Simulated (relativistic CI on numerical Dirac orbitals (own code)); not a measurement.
## Cr⁺ in a cubic cluster: 2p photoemission with charge transfer

Computed with a charge-transfer multiplet model of a cubic metal-ligand cluster with up to one ligand hole, Slater and spin-orbit integrals from Dirac-Coulomb-Breit ions, Slater integrals scaled by 0.9. The ground state mixes d5 with configurations of k ligand holes L, whose averages lie at kΔ + k(k − 1)U_dd/2; a core hole lowers each added d electron by U_cd. 300 K, Lorentzian 0.6 eV and Gaussian 0.8 eV FWHM.

Atomic integrals in eV (Slater integrals scaled, ζ unscaled), ground: F2dd 7.466, F4dd 4.592, zeta_d 0.022; with the core hole: F2dd 9.411, F4dd 5.854, zeta_d 0.040, zeta_core 5.624, F2cd 5.290, G1cd 3.859, G3cd 2.190.

Cluster parameters (eV): U_dd = 5.6, U_cd = 6.8, 10Dq = 0.85, 10Dq(ligand) = 1.4, V(eg) = 1.85, V(t2g) = -0.88, final-state hopping factor = 1.

Weights, n_d and S are thermal averages at 300 K. Binding energies count from the first peak over 30 % of the highest in each spectrum, which can be another peak from case to case. The parameters are a model scan and need not match a compound or its usual spin state. Peaks in eV (height, largest 100): 0.0 (100), 0.8 (88), 6.6 (21), 10.2 (48), 10.9 (47), 17.2 (7).

Q: Which parameters give this spectrum?
A. Δ = 6.4 eV
B. Δ = 9.4 eV
C. Δ = 10.4 eV

A: A. Δ = 6.4 eV; the ground state then has 5.10 d electrons and S = 2.50. The choice follows from running the model for each set and comparing peak positions and heights. The space is cut while the next configuration still counts.
